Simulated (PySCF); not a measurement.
A PySCF script (with the pyscf-properties extension) for the NMR shieldings of [(F)2Al]2O, on a PBE0-D3(BJ)/def2-SVP geometry:

```python
import basis_set_exchange as bse
import numpy as np
from pyscf import gto, dft
from pyscf.prop import nmr

atoms = """
Al   -1.361488   -0.857516   -0.461330
F    -1.625839   -2.392961    0.076102
F    -2.501557   -0.154126   -1.421517
O     0.031865   -0.030849   -0.040452
Al    1.391525    0.822635    0.432443
F     2.765620    0.803979   -0.476898
F     1.391733    1.706828    1.823091
"""
names = {"Al": "pcSseg-2", "F": "pcSseg-1", "O": "pcSseg-1"}
basis = {el: gto.basis.parse(bse.get_basis(n, elements=[el], fmt="nwchem")) for el, n in names.items()}
mol = gto.M(atom=atoms, basis=basis, charge=0, verbose=0)
mf = dft.RKS(mol, xc="PBE")
mf.grids.level = 2
mf.grids.alignment = dft.numint.BLKSIZE   # the property module wants whole blocks of grid points
mf.conv_tol = 1e-9
mf.kernel()

calc = nmr.RKS(mf)   # GIAO
sigma = calc.kernel()   # uncoupled for a functional without exact exchange
for i, s in enumerate(sigma):   # ppm
    w = np.linalg.eigvalsh((s + s.T) / 2)
    print("%2d %-2s iso %8.1f  s11 %8.1f  s22 %8.1f  s33 %8.1f" % (i, mol.atom_pure_symbol(i), w.mean(), *w))
```

Task: What does it print?

Result: 
```
 0 Al iso    482.9  s11    400.7  s22    509.8  s33    538.2
 1 F  iso    364.2  s11    304.7  s22    328.6  s33    459.1
 2 F  iso    364.1  s11    304.6  s22    328.6  s33    459.1
 3 O  iso    319.4  s11    286.3  s22    286.5  s33    385.5
 4 Al iso    482.8  s11    400.6  s22    509.1  s33    538.8
 5 F  iso    364.5  s11    305.2  s22    328.8  s33    459.4
 6 F  iso    363.9  s11    304.3  s22    328.6  s33    458.7
```

These numbers come from an equivalent density-fitted implementation of the same equations, which agrees with the script to about 0.01 ppm for H and up to a few tenths of a ppm for heavy atoms, so last digits may differ.

Size and cost of the density-fitted run: 171 basis functions, 42 s wall time on 1 thread of an Intel Xeon, shared host; peak memory 0.91 GiB.
